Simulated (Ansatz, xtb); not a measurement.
Spectroscopic constants of FeSb, multiplicity 6 (lowest of 2S+1 = 2, 4, 6, 8 at PBE0/def2-TZVPP; our sources give no spin for the ground state, which may be another). No spin–orbit coupling. Fe is treated without relativity.

The constants come from a fifth-degree fit in 1/R (seven points, main isotopes). Runs in def2 and cc sets follow the lowest solution found near the PBE0 minimum.

Correlated levels freeze the inner cores; with def2 sets outer-core shells near the valence are correlated too.

Run with Ansatz (a quantum-chemistry and plane-wave program); xtb for the GFN methods. Values without a source in brackets are computed. In def2 rows elements past Kr take small-core potentials, without spin–orbit coupling. The GFN methods have no spin term and hold the electronic entropy of 300 K.

| level | r_e (Å) | ω_e (cm⁻¹) | ω_e x_e (cm⁻¹) | dipole (D) |
|---|---|---|---|---|
| GFN1-xTB | 2.386 | ? | 2.2 | - |
| GFN2-xTB | 2.435 | 181 | -0.96 | - |
| PBE/def2-TZVPP | 2.408 | 261 | 0.93 | 3.10 |
| B97M-V/def2-TZVPP | 2.469 | 241 | 0.75 | 3.27 |
| PBE0/def2-TZVPP | 2.431 | 239 | -0.0031 | 3.69 |
| CAM-B3LYP/def2-TZVPP | 2.451 | 233 | 0.68 | 3.73 |
| wB97M-V/def2-TZVPP | 2.483 | 226 | 0.62 | 3.98 |
| B2PLYP/def2-TZVPP | ? | ? | 1.2 | - |

Q: Complete the blanks.

A: 
- B2PLYP/def2-TZVPP, r_e (Å): 2.391
- B2PLYP/def2-TZVPP, ω_e (cm⁻¹): 251
- GFN1-xTB, ω_e (cm⁻¹): 297
